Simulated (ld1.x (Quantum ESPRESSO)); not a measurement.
# Mo, TM: configuration errors across variants

ld1.x (Quantum ESPRESSO) 7.5 input, shortened:

```
&input
   title='Mo', zed=42., rel=1, dft='PBESOL', iswitch=3,
   config='[Kr] 4d5.5 4f-2 5s0.5 5p0'
 /
 &inputp
   pseudotype=2, tm=.true., lloc=-1, rcloc=2.60,
   nlcc=.false.
 /
4
5S  1  0   0.50   0.00  2.40  2.40  0.0
5P  2  1   0.00   0.00  4.10  4.10  0.0
4D  3  2   5.50   0.00  2.40  2.40  0.0
4F  4  3  -2.00   0.35  3.80  3.80  0.0
 &test
   configts(1)='4d5.5 5s0.5 5p0'
 /
```

All-electron excitation energies from the reference (eV): (1) 4d5 5s1 5p0 -0.287; (2) 4d5 5s0 5p0 6.618; (3) 4d4 5s0 5p0 22.073; (4) 4d4 5s2 5p0 -0.109; (5) 4d2 5s0 5p0 88.272; (6) 4d4 5s1 5p0 7.797; (7) 4d5 5s0.5 5p0 2.455.

Errors AE − PS in meV (a dash: test not solved or not reliable):

```tsv
change	(1)	(2)	(3)	(4)	(5)	(6)	(7)	bound ghosts
base	-3.4	+3.3	-32	+14	-320	+64	+0.3	none
wave 4d (bound): rc 2.40 bohr becomes 4d (bound): rc 1.60 bohr	-4.7	+3.4	-34	-1.6	-495	+57	+0.3	none
wave 4d (bound): rc 2.40 bohr becomes 4d (bound): rc 1.80 bohr	-4.6	+3.4	-34	-1.0	-487	+57	+0.3	none
wave 4d (bound): rc 2.40 bohr becomes 4d (bound): rc 2.02 bohr	-4.4	+3.4	-34	+1.4	-459	+58	+0.3	none
wave 4d (bound): rc 2.40 bohr becomes 4d (bound): rc 2.30 bohr	-3.8	+3.3	-33	+8.9	-378	+62	+0.3	none
wave 4d (bound): rc 2.40 bohr becomes 4d (bound): rc 2.66 bohr	-1.9	+3.1	-29	+33	-134	+74	+0.4	none
wave 4d (bound): rc 2.40 bohr becomes 4d (bound): rc 2.76 bohr	-1.4	+3.0	-28	+39	-69	+78	+0.5	none
wave 4d (bound): rc 2.40 bohr becomes 4d (bound): rc 3.16 bohr	+3.7	+1.3	-12	+98	+553	+116	+1.3	none
wave 4d (bound): rc 2.40 bohr becomes 4d (bound): rc 3.66 bohr	+11	-3.0	+23	+180	+1478	+178	+3.3	none
```

(1) Give the same row for: wave 4d (bound): rc 2.40 bohr becomes 4d (bound): rc 3.34 bohr.

Results:

(1) +6.3, 0.0, -1.3, +127, +871, +136, +1.9; bound ghosts: none.
